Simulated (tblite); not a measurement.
Record of a relaxation.

Compound: C3H8FSeSi2 (doublet state).
Atom-mapped SMILES: `[H]/[C:1]=[CH:2]/[SiH2:3][C@@H:4]([F:5])[Se:6][SiH3:7]` (hydrogens: H8 on C1; H9 on C2; H10, H11 on Si3; H12 on C4; H13, H14, H15 on Si7)
Bond orders are those of one Lewis drawing.

Computed with GFN2-xTB (tblite), gas phase: L-BFGS steps from a force-field or distance-geometry start until the largest atomic force falls under 0.01 eV/Å. 9 of its 163 geometries are shown.

Step 0: E = -591.0911 eV, largest atomic force 3.295 eV/Å
```
atom  x, y, z in Å  |  force x, y, z in eV/Å
C1      3.727   -0.077   -1.228   -0.762  -0.160   3.202
C2      2.720   -0.230   -0.351    2.556   0.304  -1.332
Si3     0.990   -0.436   -0.929   -0.115   0.112  -1.531
C4     -0.102    0.074    0.506   -0.262  -0.582   0.975
F5      0.621    0.826    1.419   -0.440  -0.257  -0.032
Se6    -1.631    1.112   -0.122   -0.430   0.357  -0.050
Si7    -3.469    0.005    0.646   -0.125  -0.418   0.418
H8      4.734    0.042   -0.794   -0.314  -0.015  -1.153
H9      2.964   -0.249    0.729   -0.244   0.028  -0.460
H10     0.750   -1.843   -1.219   -0.228  -0.214  -0.072
H11     0.709    0.435   -2.097    0.042  -0.262   0.273
H12    -0.441   -0.865    1.011   -0.056   0.826   0.105
H13    -4.692    0.783    0.443    0.284   0.097  -0.029
H14    -3.584   -1.248   -0.113    0.064   0.052   0.024
H15    -3.299   -0.335    2.079    0.027   0.133  -0.336
```

Step 20: E = -591.5775 eV, largest atomic force 0.071 eV/Å
```
atom  x, y, z in Å  |  force x, y, z in eV/Å
C1      3.799   -0.080   -1.060    0.005   0.004   0.003
C2      2.780   -0.239   -0.287    0.017  -0.006  -0.025
Si3     1.019   -0.437   -0.973   -0.038  -0.015   0.015
C4     -0.151    0.070    0.489    0.038  -0.060  -0.008
F5      0.520    0.794    1.444   -0.049  -0.009  -0.015
Se6    -1.690    1.162   -0.141   -0.049  -0.024   0.014
Si7    -3.442   -0.048    0.674    0.019   0.024  -0.026
H8      4.853    0.067   -1.042   -0.021  -0.014  -0.004
H9      2.843   -0.253    0.806   -0.013   0.003   0.006
H10     0.674   -1.837   -1.270    0.015   0.040   0.017
H11     0.742    0.419   -2.122    0.043   0.021   0.003
H12    -0.574   -0.796    1.010   -0.021   0.007   0.005
H13    -4.578    0.828    0.435   -0.029  -0.005   0.007
H14    -3.544   -1.300   -0.075    0.028  -0.004  -0.017
H15    -3.253   -0.352    2.089    0.053   0.035   0.023
```

Step 40: E = -591.5889 eV, largest atomic force 0.061 eV/Å
```
atom  x, y, z in Å  |  force x, y, z in eV/Å
C1      3.788   -0.105   -1.047    0.004  -0.017  -0.008
C2      2.782   -0.247   -0.255   -0.007   0.031   0.014
Si3     1.025   -0.418   -0.961    0.010   0.032  -0.006
C4     -0.199    0.056    0.463    0.009  -0.003  -0.006
F5      0.422    0.762    1.464   -0.020  -0.009  -0.015
Se6    -1.708    1.158   -0.226   -0.034  -0.022   0.010
Si7    -3.421   -0.038    0.682    0.055   0.027  -0.003
H8      4.843    0.028   -1.076    0.003  -0.009   0.020
H9      2.849   -0.246    0.838   -0.010  -0.012  -0.015
H10     0.677   -1.804   -1.299    0.004  -0.013  -0.015
H11     0.815    0.481   -2.093    0.003  -0.001   0.006
H12    -0.651   -0.818    0.945    0.016   0.009  -0.010
H13    -4.615    0.763    0.477   -0.026   0.041  -0.013
H14    -3.486   -1.314   -0.027   -0.005  -0.049  -0.002
H15    -3.126   -0.262    2.093   -0.001  -0.005   0.042
```

Step 61: E = -591.6354 eV, largest atomic force 0.217 eV/Å
```
atom  x, y, z in Å  |  force x, y, z in eV/Å
C1      3.885   -0.276   -0.864   -0.145   0.003   0.006
C2      2.775   -0.216   -0.216   -0.078   0.082  -0.001
Si3     1.107   -0.179   -1.133    0.154  -0.112  -0.094
C4     -0.287   -0.047    0.187   -0.058   0.130   0.026
F5      0.105    0.672    1.288    0.056   0.107   0.144
Se6    -1.892    0.830   -0.579   -0.137  -0.056   0.096
Si7    -3.415   -0.032    0.897   -0.035   0.016  -0.104
H8      4.937   -0.316   -0.739    0.137  -0.008   0.014
H9      2.688   -0.170    0.874    0.042   0.003   0.062
H10     0.849   -1.496   -1.710   -0.028  -0.099  -0.191
H11     1.023    0.904   -2.113   -0.030  -0.009   0.085
H12    -0.612   -1.017    0.573   -0.014  -0.095  -0.043
H13    -4.673    0.640    0.614    0.007   0.047  -0.048
H14    -3.497   -1.464    0.625    0.017  -0.089  -0.029
H15    -2.997    0.165    2.275    0.111   0.079   0.076
```

Step 81: E = -591.6883 eV, largest atomic force 0.104 eV/Å
```
atom  x, y, z in Å  |  force x, y, z in eV/Å
C1      3.865   -0.428   -0.707   -0.103  -0.001   0.015
C2      2.704   -0.217   -0.190    0.063   0.024  -0.040
Si3     1.138   -0.083   -1.262   -0.025  -0.015   0.002
C4     -0.317   -0.167    0.015   -0.015  -0.041  -0.020
F5     -0.021    0.597    1.121   -0.010   0.018   0.021
Se6    -2.027    0.476   -0.750   -0.025   0.013  -0.014
Si7    -3.381   -0.038    1.018    0.011   0.079   0.016
H8      4.890   -0.527   -0.443    0.072  -0.021   0.000
H9      2.540   -0.046    0.879   -0.025  -0.002   0.033
H10     0.987   -1.212   -2.186   -0.039   0.054   0.051
H11     1.083    1.215   -1.938   -0.030  -0.030   0.015
H12    -0.523   -1.175    0.393    0.078  -0.032  -0.015
H13    -4.663    0.550    0.650    0.024  -0.020   0.006
H14    -3.453   -1.494    1.141    0.026  -0.014  -0.016
H15    -2.825    0.547    2.236   -0.001  -0.013  -0.054
```

Step 101: E = -591.6988 eV, largest atomic force 0.019 eV/Å
```
atom  x, y, z in Å  |  force x, y, z in eV/Å
C1      3.835   -0.495   -0.658    0.002  -0.001   0.010
C2      2.676   -0.199   -0.179    0.003  -0.001   0.003
Si3     1.130   -0.014   -1.273    0.001  -0.017   0.008
C4     -0.333   -0.230   -0.031   -0.003   0.001  -0.001
F5     -0.114    0.532    1.095    0.000   0.001  -0.007
Se6    -2.059    0.322   -0.835    0.006   0.005   0.013
Si7    -3.329   -0.020    1.030    0.001  -0.007   0.003
H8      4.847   -0.648   -0.364   -0.007  -0.009  -0.013
H9      2.490   -0.001    0.884    0.003   0.007  -0.012
H10     0.988   -1.065   -2.281    0.006   0.011   0.008
H11     1.039    1.331   -1.840   -0.003   0.007   0.000
H12    -0.466   -1.259    0.322    0.003   0.001  -0.007
H13    -4.643    0.494    0.675   -0.009  -0.005  -0.016
H14    -3.342   -1.459    1.295    0.004   0.009   0.006
H15    -2.722    0.708    2.138   -0.007  -0.002   0.005
```

Step 122: E = -591.7044 eV, largest atomic force 0.063 eV/Å
```
atom  x, y, z in Å  |  force x, y, z in eV/Å
C1      3.790   -0.630   -0.655   -0.004  -0.009   0.011
C2      2.691   -0.158   -0.177    0.014  -0.005  -0.021
Si3     1.140    0.061   -1.254   -0.020  -0.004  -0.011
C4     -0.324   -0.264   -0.038   -0.015  -0.016  -0.022
F5     -0.139    0.447    1.126   -0.008   0.015   0.007
Se6    -2.058    0.271   -0.839    0.004   0.010   0.010
Si7    -3.333   -0.012    1.033    0.038  -0.006   0.050
H8      4.792   -0.876   -0.395    0.008   0.006   0.017
H9      2.555    0.172    0.859    0.023   0.001   0.002
H10     1.044   -0.931   -2.324   -0.016   0.009  -0.005
H11     1.005    1.439   -1.731    0.010   0.002   0.003
H12    -0.428   -1.313    0.259    0.002  -0.002   0.014
H13    -4.679    0.307    0.586   -0.041   0.019  -0.016
H14    -3.209   -1.407    1.454    0.018   0.003  -0.005
H15    -2.851    0.890    2.075   -0.015  -0.024  -0.035
```

Step 142: E = -591.7068 eV, largest atomic force 0.017 eV/Å
```
atom  x, y, z in Å  |  force x, y, z in eV/Å
C1      3.768   -0.724   -0.647    0.005  -0.012  -0.003
C2      2.707   -0.147   -0.201   -0.009   0.005  -0.004
Si3     1.138    0.096   -1.246   -0.001  -0.004  -0.001
C4     -0.321   -0.276   -0.035   -0.005   0.000   0.002
F5     -0.155    0.423    1.139    0.000   0.010   0.000
Se6    -2.055    0.246   -0.842   -0.005  -0.003   0.002
Si7    -3.336   -0.018    1.030    0.007   0.004  -0.009
H8      4.758   -0.994   -0.362    0.006  -0.006   0.000
H9      2.621    0.277    0.806   -0.004   0.003   0.016
H10     1.018   -0.845   -2.357    0.004   0.001  -0.007
H11     1.004    1.496   -1.650    0.000   0.006  -0.008
H12    -0.409   -1.330    0.249    0.001   0.007   0.004
H13    -4.694    0.190    0.547   -0.004  -0.005   0.003
H14    -3.115   -1.373    1.530    0.003  -0.009  -0.004
H15    -2.933    0.975    2.018    0.002   0.002   0.009
```

Step 162: E = -591.7110 eV, largest atomic force 0.006 eV/Å
```
atom  x, y, z in Å  |  force x, y, z in eV/Å
C1      3.688   -0.884   -0.610   -0.001   0.000   0.002
C2      2.700   -0.158   -0.216    0.004   0.001  -0.002
Si3     1.143    0.152   -1.263    0.001   0.000   0.001
C4     -0.308   -0.125   -0.020   -0.001  -0.003  -0.001
F5     -0.132    0.660    1.098    0.000   0.003   0.000
Se6    -2.058    0.321   -0.833   -0.005  -0.001  -0.003
Si7    -3.322   -0.102    1.018   -0.001   0.000  -0.003
H8      4.644   -1.236   -0.301   -0.004   0.000  -0.002
H9      2.668    0.355    0.753    0.004   0.001  -0.001
H10     0.967   -0.808   -2.351    0.004   0.001   0.001
H11     1.073    1.548   -1.699    0.000  -0.001   0.002
H12    -0.385   -1.156    0.344    0.001  -0.001   0.001
H13    -4.694   -0.012    0.540    0.001   0.001   0.003
H14    -2.973   -1.448    1.475   -0.003   0.002  -0.001
H15    -3.016    0.889    2.044    0.001  -0.002   0.002
```

Problem. Summarise the path.

Solution. The energy falls by 14.29 kcal/mol from step 0 to step 162; nine tenths of that is first reached at step 64. It falls at every step. The largest force goes from 3.295 to 0.006 eV/Å. Among the bonds C2–Si3 changes most, from 1.835 to 1.901 Å; the atoms move by 1.034 Å rms after alignment.

What follows is the cost of the whole relaxation. Hardware: one thread, Arm Neoverse V2 (aarch64), shared host. Cost: 1.1 s of wall time.
